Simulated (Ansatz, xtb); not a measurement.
## Ranking isomers of C5H7PSi

3 gas-phase structures of C5H7PSi, from a drawn sample of its isomers (lower ones may exist). Each was relaxed with GFN2-xTB; where two conformers were screened, the lower at r2SCAN-D4/def2-SVP is listed:

A. `[SiH3]C1=CC=CP=C1`, a singlet
B. `C#CCC#C[SiH2]P`, a singlet
C. `[SiH3]C1=CC=PC=C1`, a singlet

Problem. Estimate their order in r2SCAN-D4/def2-SVP energy at these geometries, lowest first.

Solution. Calculated order at r2SCAN-D4/def2-SVP: C (0.000), A (0.006), B (3.364) eV. Less than 1 kcal/mol parts C and A, so the order within that pair means little.

Energies above the lowest of each column, in eV; the last columns are at B3LYP/def2-SVP geometries and were run for some of them only (a dash: not run or not comparable):

```json
{"structure": "C", "GFN2-xTB": "0.000", "HF/STO-3G": "0.000", "r2SCAN-D4/def2-SVP": "0.000", "B3LYP/def2-SVP": "0.000", "CCSD(T)/def2-SVP": "0.000"}
{"structure": "A", "GFN2-xTB": "0.007", "HF/STO-3G": "0.015", "r2SCAN-D4/def2-SVP": "0.006", "B3LYP/def2-SVP": "0.006", "CCSD(T)/def2-SVP": "0.004"}
{"structure": "B", "GFN2-xTB": "2.735", "HF/STO-3G": "3.125", "r2SCAN-D4/def2-SVP": "3.364", "B3LYP/def2-SVP": "–", "CCSD(T)/def2-SVP": "–"}
```

Every level run on C puts it lowest or level with the lowest. Flexible structures stand in one conformer each, not always the lowest. C keeps a small imaginary mode. A keeps a small imaginary mode. Frequencies (GFN2-xTB) were run for A, C alone.

Programs: Ansatz 0.2.0, xtb 6.7.1.
